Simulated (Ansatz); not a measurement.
Reaction (formal exchange of groups at a Ge–C bond): `N=[CH][GeH2][CH2]Cl` + CH₄ → `[CH3][GeH2][CH]=N` + `CCl`

Calculated with Ansatz (gas phase, PBE0-D4/def2-TZVP geometries, no zero-point term in ΔE). CCSD(T)/CBS adds triple-zeta CCSD(T) − MP2 to the extrapolated MP2 energy (def2 sets, frozen cores). This one scheme is used for every species. DFT in def2-TZVPP. For Ge outer-core shells are correlated without core-valence functions, which leaves a few kJ/mol of doubt a bond. Scalar relativity is left out up to krypton. One conformer a species, not always the lowest.

```tsv
level	ΔE (kcal/mol)
PBE	-1.1
HF/def2-TZVPP	-2.4
MP2/def2-QZVPP	-0.6
CCSD/CBS(def2)	-1.2
```

(1) What does CCSD(T)/CBS give? (Best estimate.)

Largest T1 diagnostic among the species: 0.012.

## Answers

(1) The calculation gave: -0.8 kcal/mol. The listed levels differ from it by -0.3, -1.6, 0.2, -0.4 kcal/mol.

In def2-TZVPP, CCSD(T) changes the Hartree–Fock value by +1.4 kcal/mol (the triples alone add +0.4 kcal/mol) and MP2 by +1.7 kcal/mol. The D4 term adds +0.9 kcal/mol with B3LYP and +0.5 kcal/mol with PBE0; it sums over pairs of atoms, weighted by their polarisabilities, and B3LYP, whose exchange is more repulsive, gets the larger term.

B3LYP here is the variant with VWN-RPA as its local correlation; programs differ in this.
